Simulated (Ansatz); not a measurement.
Two members of one family (Series LaX3), computed with Ansatz in the gas phase; def2 core potentials for La, no spin–orbit coupling. The two geometries come from different levels. A dash marks a value that wasn't run or was left out as unsound. The structures are stationary points that may keep the symmetry of their start. Remarks come from the PBE and PBE0 runs and from stability tests at other levels; not every state was tested. A HOMO above zero means that the electron is unbound at that level and held by the basis, or that self-interaction error raises the level; the energy of removing that electron tells which.

First: LaF3 (singlet, charge 0, PBE0-D4/def2-TZVP geometry).

```xyz
4

La    0.020    0.212   -0.301
F    -0.976    1.470    1.121
F     2.075   -0.201    0.142
F    -1.119   -1.481   -0.961
```

```tsv
level	HOMO (eV)	LUMO (eV)	gap (eV)	vertical EA (eV)
PBE-D4/def2-TZVPD	-8.11	-2.79	5.31	0.86
PBE0-D4/def2-SVP	-9.64	-2.09	7.55	–
PBE0-D4/def2-TZVPD	-9.96	-2.13	7.82	0.86
CAM-B3LYP-D4/def2-TZVP	-11.43	-1.55	9.88	–
ωB97X-V/def2-TZVP	-12.36	-0.54	11.82	–
```

Metal–donor distances: 3 × F 2.14 Å. Remarks: HOMO above zero (-1 doublet).

Second: LaCl3 (singlet, charge 0, PBE-D4/def2-SVP geometry).

Cartesian coordinates in Å:
```
La 0.141 -0.191 0.362
Cl -1.290 -2.061 -0.755
Cl 2.356 0.404 -0.877
Cl -1.207 1.848 1.269
```

Question: Estimate how these quantities change from the first to the second (second minus first).

Answer: 
```
                 level  Δ HOMO (eV)  Δ LUMO (eV)  Δ gap (eV)  Δ vertical EA (eV)
     PBE-D4/def2-TZVPD         0.56        -0.67       -1.23                0.60
      PBE0-D4/def2-SVP         0.88        -0.70       -1.58                   –
    PBE0-D4/def2-TZVPD         1.06        -0.66       -1.71                0.64
CAM-B3LYP-D4/def2-TZVP         1.21        -0.55       -1.76                   –
     ωB97X-V/def2-TZVP         1.09        -0.56       -1.66                   –
```

Metal–donor distances: 3 × Cl 2.61 Å. Remarks: HOMO above zero (-1 doublet).
